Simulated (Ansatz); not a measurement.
Reaction (formal exchange of groups at a C–B bond): `CB(C)C=O` + `C[CH2][Cd][CH3]` → `C[CH2][Cd][CH2]C` + `CBC=O`

Calculated with Ansatz (gas phase, PBE0-D4/def2-TZVP geometries, no zero-point term in ΔE). CBS: MP2 limit from def2 TZ/QZ plus the TZ coupled-cluster correction, frozen cores. Elements past krypton have def2 core potentials. For Cd outer-core shells are correlated without core-valence functions, which leaves a few kJ/mol of doubt a bond. Each species was taken in one conformer, which may not be the lowest.

```tsv
species	CCSD(T)/def2-SVP energy (Eh)
`CB(C)C=O`	-217.80593
`C[CH2][Cd][CH3]`	-285.84838
`C[CH2][Cd][CH2]C`	-325.00997
`CBC=O`	-178.61958
```

Q: Work out ΔE.

A: ΔE = (-325.00997) + (-178.61958) − (-217.80593) − (-285.84838) = 0.02476 Eh = +65.0 kJ/mol. CCSD(T)/CBS gives +73.1 kJ/mol.

Largest T1 diagnostic among the species: 0.016.

From BLYP to BHLYP (50 % exact exchange), in def2-TZVPP and without D4, ΔE moves by +3.5 kJ/mol. Leaving LDA and LC-ωPBE aside and taking each functional with its dispersion term where it has one, the values, not all of them listed here, spread over 8.2 kJ/mol, from BLYP-D4 to B97M-V. LDA lies +4.7 kJ/mol from PBE without D4.
